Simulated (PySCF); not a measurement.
HSSi, SMILES [Si]=[SH+] (connectivity only; charge and spin as stated), charge +1, multiplicity 1.

The structure is a stationary point at B3LYP-D3(BJ)/def2-TZVP. The isomer is the one that the SMILES or the coordinates give; other isomers of the formula were not compared.

Two levels are set side by side: TDA-PBE/def2-TZVPD (PySCF) and EOM-CCSD/aug-cc-pVDZ (PySCF). Vertical, same geometry; the bases differ. Differences are taken from unrounded values.

| quantity | TDA-PBE |
|---|---|
| lowest singlet excitation (eV) | 3.38 |
| lowest triplet excitation (TDA for PBE) (eV) | 2.52 |

Task: These are the TDA-PBE values. What does EOM-CCSD give? (An estimate is asked for; the answer gives what the named calculation found.)

Result: 
| quantity | EOM-CCSD | TDA-PBE minus EOM-CCSD |
|---|---|---|
| lowest singlet excitation (eV) | 3.84 | -0.46 |
| lowest triplet excitation (TDA for PBE) (eV) | 2.70 | -0.18 |

A lower first singlet is the usual sign of a functional without exact exchange. Differences between two approximate levels are no errors against the true value.

Rough cost on one machine, each run with all the roots and properties that it gave: EOM-CCSD against TDA-PBE within a factor of 2.
